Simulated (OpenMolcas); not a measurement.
Mn3+: effect of the active space

```json
{"Program": "OpenMolcas 26.06", "Method": "MS-CASPT2 or its RAS form, IPEA 0.25 Eh, imaginary shift 0.1 Eh", "Basis": "ANO-R2", "Scalar Hamiltonian": "X2C, finite nucleus", "Spin-orbit coupling": "state interaction with AMFI integrals over the reference wave functions, term energies averaged over their components"}
```

A. 4 electrons in 5 orbitals (3d); 2S+1 = 5 even, 5 roots; 2S+1 = 3 even, 45 roots; 2S+1 = 1 even, 50 roots; closed shells correlated: 3s 3p; CASPT2 step of the order of 26 core-seconds
B. 10 electrons in 8 orbitals (RAS1 3p, at most 2 holes; RAS2 3d); 2S+1 = 5 even, 5 roots; 2S+1 = 3 even, 45 roots; 2S+1 = 1 even, 44 roots; closed shells correlated: 3s; CASPT2 step roughly 80 core-seconds
C. 4 electrons in 10 orbitals (3d 4d); 2S+1 = 5 even, 5 roots; 2S+1 = 3 even, 45 roots; 2S+1 = 1 even, 44 roots; closed shells correlated: 3s 3p; CASPT2 step of the order of 13 core-minutes

Energies in cm⁻¹ above 3d⁴ ⁵D₀, the measured ground level; measured values from Corliss and Sugar, J. Phys. Chem. Ref. Data 6, 1253 (1977).

| Level | A | B | C | Measured |
| --- | --- | --- | --- | --- |
| 3d⁴ ⁵D₀ | 0.0 | 0.0 | 0.0 | 0.0 |
| 3d⁴ ⁵D₁ | 101 | 104 | 102 | 99.0 |
| 3d⁴ ⁵D₂ | 298 | 308 | 302 | 287 |
| 3d⁴ ⁵D₃ | 583 | 601 | 591 | 552 |
| 3d⁴ ⁵D₄ | 945 | 975 | 960 | 886 |
| 3d⁴ ³P₀(1) | 20940 | 21270 | 21290 | 20654 |
| 3d⁴ ³P₁(1) | 21550 | 21890 | 21900 | 21279 |
| 3d⁴ ³H₄ | 21720 | 21760 | 21890 | 21281 |
| 3d⁴ ³H₅ | 21930 | 21980 | 22120 | 21475 |
| 3d⁴ ³H₆ | 22180 | 22230 | 22380 | 21679 |
| 3d⁴ ³P₂(1) | 22610 | 22980 | 22970 | 22325 |
| 3d⁴ ³F₂(1) | 23240 | 23550 | 23490 | 22791 |
| 3d⁴ ³F₃(1) | 23320 | 23630 | 23580 | 22862 |
| 3d⁴ ³F₄(1) | 23440 | 23750 | 23710 | 22959 |
| 3d⁴ ³G₃ | 26120 | 26340 | 26250 | 25440 |
| 3d⁴ ³G₄ | 26370 | 26600 | 26520 | 25671 |
| 3d⁴ ³G₅ | 26600 | 26830 | 26760 | 25878 |
| 3d⁴ ¹G₄(1) | 32240 | 32510 | 32610 |  |
| 3d⁴ ³D₃ | 32280 | 32780 | 32470 | 31385 |
| 3d⁴ ³D₂ | 32360 | 32870 | 32550 | 31474 |
| 3d⁴ ³D₁ | 32450 | 32950 | 32630 | 31581 |
| 3d⁴ ¹I₆ | 32840 | 32700 | 33180 |  |
| 3d⁴ ¹F₃ | 46450 | 46660 | 46830 |  |
| 3d⁴ ³P₂(2) | 54790 | 54970 | 54910 |  |

Deviations, from unrounded energies. A percentage is the sum of absolute deviations over the sum of measured energies, with the sign that they share, or ± where signs differ.

| Against measurement | Levels | A | B | C |
| --- | --- | --- | --- | --- |
| mean absolute deviation (cm-1) | 19 | 450 | 680 | 630 |
| fine structure of the ground term (%) | 4 | +5.6 | +9.0 | +7.3 |
| other terms of the ground configuration (%) | 15 | +2.3 | +3.4 | +3.2 |

A lies closest to measurement on these levels and B furthest from it. The largest miss of A in the table is 3d⁴ ³D₃, by +890 cm-1. The ranking rests on the paired levels alone, and a cruder setting can come out closer through cancelling errors.

The spin-orbit steps hold different terms of 3d⁴ (B lacks a ¹D, a ¹S; C lacks a ¹D, a ¹S), which shifts levels as well.

The two smallest mean deviations differ by little beside CASPT2's spread within terms, so their order carries little weight.

Among A to C the level of the table that moves most is 3d⁴ ³D₁, by 510 cm-1 (lowest in A, highest in B). Moves below CASPT2's spread within the term are not significant.

CASPT2 breaks the degeneracy within a term, and the mean is taken; among the terms shown or strongly mixed into the levels shown the widest spread is 1300 cm-1 (3d⁴ ¹I, B). The CASPT2 spread within a term exceeds the gap to the next term for 3d⁴ ³H and 3d⁴ ³P(1), 3d⁴ ¹G(1) and 3d⁴ ³D, 3d⁴ ³D and 3d⁴ ¹I, so the order of their levels is uncertain (figures for A; the like holds for B, C). Active for correlation alone: 3p; no level in the range computed is led by a configuration that opens it, so any true level of that kind is missing (holds for B). Active for correlation alone: 4d; no level in the range computed is led by a configuration that fills it, so any true level of that kind is missing (holds for C). Measured partners are found by configuration, term and J. A level has none where our copy of the source lacks it or the pairing is in doubt (some pairs that miss far off the trend of their configuration count as doubtful), and it then counts in no deviation. Levels of configurations outside the active space are missing. The table leaves out levels that lie high or whose names do not pair safely across all columns.

A number in round brackets counts repeated terms of one configuration in the order of the reference energies.
